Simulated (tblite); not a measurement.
H9NSi3, triplet, geometry from GFN2-xTB (a higher spin typed on purpose: for a closed-shell molecule this is an excited state); tblite with GFN1-xTB with ALPB(water).

tblite was given this input:
```
$ tblite run mol.xyz --method gfn1 --charge 0 --spin 2 --alpb water --json tblite.json --no-restart

# file mol.xyz
13

Si     0.29588846     1.70251023     0.48373777
N     -0.00000000     0.00000000     0.00000000
Si    -1.65400544    -0.53010415    -0.45094223
Si     1.35811698    -1.17240608    -0.03279554
H     -1.01382701     2.33135297     0.38956111
H      0.85534829     1.52194590     1.82432035
H      1.30231079     2.10473084    -0.50017945
H     -1.95043645     0.38073295    -1.55785906
H     -1.49893954    -1.94102467    -0.77486335
H     -2.39739895    -0.20205199     0.76664074
H      0.87160691    -2.19407132     0.89578860
H      1.31856941    -1.61128638    -1.42871119
H      2.51276655    -0.39032830     0.38530224
```

**Question.** What does tblite print? Leave out banner, timings and long lists.

**Answer.** 
```
xTB calculator
 | screened Coulomb repulsion
 | Coulomb electrostatics
 |  * isotropic Klopman-Ohno-Mataga-Nishimoto electrostatics
 |  * onsite third-order electrostatics
 | DFT-D3(BJ) dispersion correction
 | Interactions (3)
 | [1] alpb/gbsa reaction field model
 | [2] cds contribution to solvation
 | [3] empirical free energy shift and standard state/solvent correction

halogen bonding energy    0.0000000000000E+00 Eh
repulsion energy          1.0825609132935E-01 Eh
dispersion energy        -5.5060675270323E-03 Eh
interaction energy        4.3803079479279E-04 Eh
number of electrons       2.6000000000000E+01 e
integral cutoff           2.8146159136829E+01 bohr

------------------------------------------------------------
  cycle        total energy    energy error   density error
------------------------------------------------------------
      1     -13.41785394864  -1.3521042E+01   4.1778606E-01
      2     -13.48343051061  -6.5576562E-02   2.1313964E-01
      3     -13.48686837293  -3.4378623E-03   1.3099147E-01
      4     -13.50048803801  -1.3619665E-02   1.4971155E-02
      5     -13.50087334037  -3.8530236E-04   4.6062266E-03
      6     -13.50090592137  -3.2581001E-05   2.1539877E-03
      7     -13.50092359971  -1.7678347E-05   1.1001134E-03
      8     -13.50092571272  -2.1130040E-06   1.0219885E-04
      9     -13.50092571612  -3.4019205E-09   5.7783124E-05
     10     -13.50092572881  -1.2693160E-08   1.3799981E-05
------------------------------------------------------------

electronic energy        -1.3604113783411E+01 Eh
total energy             -1.3500925728814E+01 Eh

Post processing:
 | Mayer-Wiberg bond orders

[Info] JSON dump of results written to 'tblite.json'
```
